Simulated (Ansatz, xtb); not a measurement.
Two isomers of C4H6ClFO

Structure I: `F[C@@H]1OCC[C@H]1Cl`, a singlet. Structure II: `F[C@@H]1COC[C@H]1Cl`, a singlet. Both are isolated molecules in the gas phase, relaxed with PBE-D3(BJ)/def2-SVP; each stands in its lowest conformer found.

I (Å):

```tsv
atom	x (Å)	y (Å)	z (Å)
C	0.5726	-0.5928	0.3134
C	-0.9173	0.3788	1.8018
C	-0.8792	1.2423	0.5350
C	0.4949	0.9008	-0.0361
Cl	1.8122	1.7954	0.8256
F	-0.1404	-1.2779	-0.6824
O	-0.0395	-0.7385	1.5400
H	1.5948	-1.0226	0.3457
H	-0.5245	0.9253	2.6855
H	-1.9312	-0.0014	2.0397
H	-1.6418	0.9013	-0.1945
H	-1.0172	2.3231	0.7216
H	0.6178	1.0940	-1.1163
```

II (Å):

```tsv
atom	x (Å)	y (Å)	z (Å)
C	0.3580	0.1826	1.5359
C	1.1303	0.5606	0.2721
C	-1.1074	1.1084	-0.0525
C	-1.0672	0.0013	0.9968
Cl	-1.2089	-1.6408	0.2528
F	0.3334	1.2607	2.4230
O	0.1895	1.1403	-0.6318
H	0.7487	-0.7089	2.0678
H	1.5931	-0.3390	-0.1910
H	1.9335	1.2853	0.5292
H	-1.8626	0.9335	-0.8440
H	-1.3450	2.0689	0.4681
H	-1.8335	0.0834	1.7892
```

Quicker runs give these differences E(II) − E(I): GFN2-xTB +28.1 kJ/mol; HF/STO-3G +19.5 kJ/mol (at GFN2-xTB geometries); r2SCAN-D4/def2-SVP +55.5 kJ/mol (at GFN2-xTB geometries).

Problem. Estimate E(II) − E(I) at the level CCSD(T)/def2-SVP + ΔMP2/def2-TZVPP.

Solution. Calculated at CCSD(T)/def2-SVP + ΔMP2/def2-TZVPP: E(II) − E(I) = +41.2 kJ/mol, so structure I lies lower.

How the difference moves with the method:

```json
{"level": "GFN2-xTB", "geometry": "GFN2-xTB", "E(II) − E(I) (kJ/mol)": "+28.1", "departure from the last row (kJ/mol)": "−13.0", "job, with rough time for the two": "optimisation, 0.25 s"}
{"level": "HF/STO-3G", "geometry": "GFN2-xTB", "E(II) − E(I) (kJ/mol)": "+19.5", "departure from the last row (kJ/mol)": "−21.7", "job, with rough time for the two": "single point, 0.65 s"}
{"level": "r2SCAN-D4/def2-SVP", "geometry": "GFN2-xTB", "E(II) − E(I) (kJ/mol)": "+55.5", "departure from the last row (kJ/mol)": "+14.4", "job, with rough time for the two": "single point, 8.1 s"}
{"level": "PBE-D3(BJ)/def2-SVP", "geometry": "PBE-D3(BJ)/def2-SVP", "E(II) − E(I) (kJ/mol)": "+44.5", "departure from the last row (kJ/mol)": "+3.4", "job, with rough time for the two": "optimisation, 58 s"}
{"level": "HF/def2-SVP", "geometry": "PBE-D3(BJ)/def2-SVP", "E(II) − E(I) (kJ/mol)": "+41.7", "departure from the last row (kJ/mol)": "+0.5", "job, with rough time for the two": "part of the CCSD(T) run"}
{"level": "MP2/def2-SVP", "geometry": "PBE-D3(BJ)/def2-SVP", "E(II) − E(I) (kJ/mol)": "+47.0", "departure from the last row (kJ/mol)": "+5.8", "job, with rough time for the two": "part of the CCSD(T) run"}
{"level": "CCSD(T)/def2-SVP", "geometry": "PBE-D3(BJ)/def2-SVP", "E(II) − E(I) (kJ/mol)": "+44.7", "departure from the last row (kJ/mol)": "+3.5", "job, with rough time for the two": "single point"}
{"level": "CCSD(T)/def2-SVP + ΔMP2/def2-TZVPP", "geometry": "PBE-D3(BJ)/def2-SVP", "E(II) − E(I) (kJ/mol)": "+41.2", "departure from the last row (kJ/mol)": "", "job, with rough time for the two": "single point, 2.3 min"}
```

As drawn, both hold the same kinds of bond in the same numbers.

None of the levels shown reverses the order. The largest departure from CCSD(T)/def2-SVP + ΔMP2/def2-TZVPP is that of HF/STO-3G, 21.7 kJ/mol. The last row adds to CCSD(T) the change of the MP2 difference between the two basis sets, here −3.5 kJ/mol.

With thermal terms from frequencies at re-optimised GFN2-xTB minima (ideal gas, soft modes damped towards free rotors, one conformer each, 298.15 K, 1 atm): on the last row, ΔE + ΔZPE = +41.1, ΔH = +40.8, ΔG = +41.7 kJ/mol.

The correlated steps freeze 11 core orbitals. Run with Ansatz 0.2.0, xtb 6.7.1; the last row on 2 threads of Arm Neoverse V1 on a shared host.
